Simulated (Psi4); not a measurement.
H₂Cl₃FGeSi (SMILES F[SiH2][Ge]([Cl])([Cl])[Cl]), singlet, at a GFN2-xTB geometry, atoms displaced at random by about 0.03 Å a coordinate; B3LYP/STO-3G, gradient run with Psi4.

The Psi4 input:
```
memory 2 GB

molecule mol {
0 1
Si    2.166578   -0.259168   -0.092145
F     2.774501    1.044312    0.605982
Ge   -0.254179   -0.044769    0.000387
Cl   -1.118317   -0.115967    1.920724
Cl   -1.062093    1.753837   -0.990295
Cl   -1.111498   -1.780741   -1.092013
H     2.664878   -1.328167    0.786904
H     2.691027   -0.241903   -1.493827
symmetry c1
no_reorient
no_com
}

set {
  basis sto-3g
  reference rks
}

gradient('b3lyp')
print_variables()
```

The log (banner, timings and long lists left out):

```
gradient() will perform analytic gradient computation.

   => Loading Basis Set <=

    Name: STO-3G
    Role: ORBITAL
    Keyword: BASIS

         ---------------------------------------------------------
                                   SCF
               by Justin Turney, Rob Parrish, Andy Simmonett
                          and Daniel G. A. Smith
                              RKS Reference
         ---------------------------------------------------------

  ==> Geometry <==

    Molecular point group: c1
    Full point group: C1

    Geometry (in Angstrom), charge = 0, multiplicity = 1:

       Center              X                  Y                   Z               Mass
    ------------   -----------------  -----------------  -----------------  -----------------
         SI           2.166578000000    -0.259168000000    -0.092145000000    27.976926534650
         F            2.774501000000     1.044312000000     0.605982000000    18.998403162730
         GE          -0.254179000000    -0.044769000000     0.000387000000    73.921177761000
         CL          -1.118317000000    -0.115967000000     1.920724000000    34.968852682000
         CL          -1.062093000000     1.753837000000    -0.990295000000    34.968852682000
         CL          -1.111498000000    -1.780741000000    -1.092013000000    34.968852682000
         H            2.664878000000    -1.328167000000     0.786904000000     1.007825032230
         H            2.691027000000    -0.241903000000    -1.493827000000     1.007825032230

  Running in c1 symmetry.

  Rotational constants: A =      0.03797  B =      0.02602  C =      0.02509 [cm^-1]
  Rotational constants: A =   1138.25352  B =    780.15528  C =    752.31797 [MHz]
  Nuclear repulsion =  903.190629207850634

  Charge       = 0
  Multiplicity = 1
  Electrons    = 108
  Nalpha       = 54
  Nbeta        = 54

  ==> Algorithm <==

  SCF Algorithm Type is DF.
  DIIS enabled.
  MOM disabled.
  Fractional occupation disabled.
  Guess Type is SAD.
  Energy threshold   = 1.00e-08
  Density threshold  = 1.00e-08
  Integral threshold = 1.00e-12

  ==> Primary Basis <==

  Basis Set: STO-3G
    Blend: STO-3G
    Number of shells: 33
    Number of basis functions: 61
    Number of Cartesian functions: 62
    Spherical Harmonics?: true
    Max angular momentum: 2

  ==> DFT Potential <==

   => LibXC <=

    Version 7.1.2
    S. Lehtola, C. Steigemann, M. J. T. Oliveira, and M. A. L. Marques,  SoftwareX 7, 1–5 (2018) (10.1016/j.softx.2017.11.002)

   => Composite Functional: B3LYP <=

    B3LYP Hyb-GGA Exchange-Correlation Functional

    P. J. Stephens, F. J. Devlin, C. F. Chabalowski, and M. J. Frisch,  J. Phys. Chem. 98, 11623 (1994) (10.1021/j100096a001)

    Deriv               =              1
    GGA                 =           TRUE
    Meta                =          FALSE

    Exchange Hybrid     =           TRUE
    MP2 Hybrid          =          FALSE

   => Exchange Functionals <=

    0.0800   Slater exchange
    0.7200         Becke 88

   => Exact (HF) Exchange <=

    0.2000               HF

   => Correlation Functionals <=

    0.1900   Vosko, Wilk & Nusair (VWN5_RPA)
    0.8100   Lee, Yang & Parr

   => LibXC Density Thresholds  <==

    XC_HYB_GGA_XC_B3LYP:  1.00E-15

   => Molecular Quadrature <=

    Radial Scheme          =       TREUTLER
    Pruning Scheme         =           NONE
    Nuclear Scheme         =       TREUTLER

    Blocking Scheme        =         OCTREE
    BS radius alpha        =              1
    Pruning alpha          =              1
    Radial Points          =             75
    Spherical Points       =            302
    Total Points           =         164475
    Total Blocks           =           1298
    Max Points             =            256
    Max Functions          =             51
    Weights Tolerance      =       1.00E-15

   => Loading Basis Set <=

    Name: (STO-3G AUX)
    Role: JKFIT
    Keyword: DF_BASIS_SCF

  ==> Integral Setup <==

[...]
  @DF-RKS Final Energy: -3804.48566808154965
    Total Energy =                      -3804.4856680815496475
[...]
         F            2.774501000000     1.044312000000     0.605982000000    18.998403162730
         GE          -0.254179000000    -0.044769000000     0.000387000000    73.921177761000
         CL          -1.118317000000    -0.115967000000     1.920724000000    34.968852682000
         CL          -1.062093000000     1.753837000000    -0.990295000000    34.968852682000
         CL          -1.111498000000    -1.780741000000    -1.092013000000    34.968852682000
         H            2.664878000000    -1.328167000000     0.786904000000     1.007825032230
         H            2.691027000000    -0.241903000000    -1.493827000000     1.007825032230

  Nuclear repulsion =  903.190629207850634

  ==> Basis Set <==

  Basis Set: STO-3G
    Blend: STO-3G
    Number of shells: 33
    Number of basis functions: 61
    Number of Cartesian functions: 62
    Spherical Harmonics?: true
    Max angular momentum: 2

  ==> DFJKGrad: Density-Fitted SCF Gradients <==

    Gradient:                    1
    J tasked:                  Yes
    K tasked:                  Yes
    wK tasked:                  No
    Integrals threads:           1
    Schwarz Cutoff:          1E-12
    Fitting Condition:       1E-10

   => Auxiliary Basis Set <=

  Basis Set: (STO-3G AUX)
    Blend: DEF2-UNIVERSAL-JKFIT
    Number of shells: 249
    Number of basis functions: 891
    Number of Cartesian functions: 1124
    Spherical Harmonics?: true
    Max angular momentum: 5

  ==> DFT Potential <==

   => LibXC <=

    Version 7.1.2
    S. Lehtola, C. Steigemann, M. J. T. Oliveira, and M. A. L. Marques,  SoftwareX 7, 1–5 (2018) (10.1016/j.softx.2017.11.002)

   => Composite Functional: B3LYP <=

    B3LYP Hyb-GGA Exchange-Correlation Functional

    P. J. Stephens, F. J. Devlin, C. F. Chabalowski, and M. J. Frisch,  J. Phys. Chem. 98, 11623 (1994) (10.1021/j100096a001)

    Deriv               =              1
    GGA                 =           TRUE
    Meta                =          FALSE

    Exchange Hybrid     =           TRUE
    MP2 Hybrid          =          FALSE

   => Exchange Functionals <=

    0.0800   Slater exchange
    0.7200         Becke 88

   => Exact (HF) Exchange <=

    0.2000               HF

   => Correlation Functionals <=

    0.1900   Vosko, Wilk & Nusair (VWN5_RPA)
    0.8100   Lee, Yang & Parr

   => LibXC Density Thresholds  <==

    XC_HYB_GGA_XC_B3LYP:  1.00E-15

   => Molecular Quadrature <=

    Radial Scheme          =       TREUTLER
    Pruning Scheme         =           NONE
    Nuclear Scheme         =       TREUTLER

    Blocking Scheme        =         OCTREE
    BS radius alpha        =              1
    Pruning alpha          =              1
    Radial Points          =             75
    Spherical Points       =            302
    Total Points           =         164475
    Total Blocks           =           1298
    Max Points             =            256
    Max Functions          =             51
    Weights Tolerance      =       1.00E-15

  -Total Gradient:
     Atom            X                  Y                   Z
    ------   -----------------  -----------------  -----------------
       1        0.003224924828     0.011257662064     0.012459512123
       2       -0.012612768339    -0.034092905597    -0.013937431088
       3       -0.003134849658     0.009760712255     0.029081893113
       4        0.003314726311    -0.000827238012    -0.009246178810
       5       -0.006855872216     0.014183729948    -0.007964524665
       6       -0.005703915929    -0.014838883084    -0.008195077432
       7        0.009394148604     0.005104627110     0.012982148423
       8        0.012010683922     0.009273656363    -0.015491989850

  Variable Map:
  ----------------------------------------------------------------------------
[...]
  Array Variable Map:
  ----------------------------------------------------------------------------
[...]
[...]
```
